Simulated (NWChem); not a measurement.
Polarisability of HSi (+1)

```
Si
H 1 1.5419
```
Charge +1, spin multiplicity 1.

Program: NWChem. All single points use one geometry, from PBE/def2-SVP, a minimum by its harmonic frequencies.

Basis set: def2-SVPD. Static limit.

The correlated methods keep 5 core orbitals frozen. B3LYP has NWChem's definition, with VWN1-RPA local correlation. The structure started from a generated list of species. No row is a measurement; the coupled-cluster row has its own basis-set and correlation limits.

### Question
For the isotropic polarisability, HF gives 21.70 bohr³ and B3LYP gives 20.94 bohr³. What do BHandHLYP, PBE, CCSD linear response give?

### Answer
BHandHLYP: 21.07 bohr³; PBE: 21.08 bohr³; CCSD linear response: 20.55 bohr³.
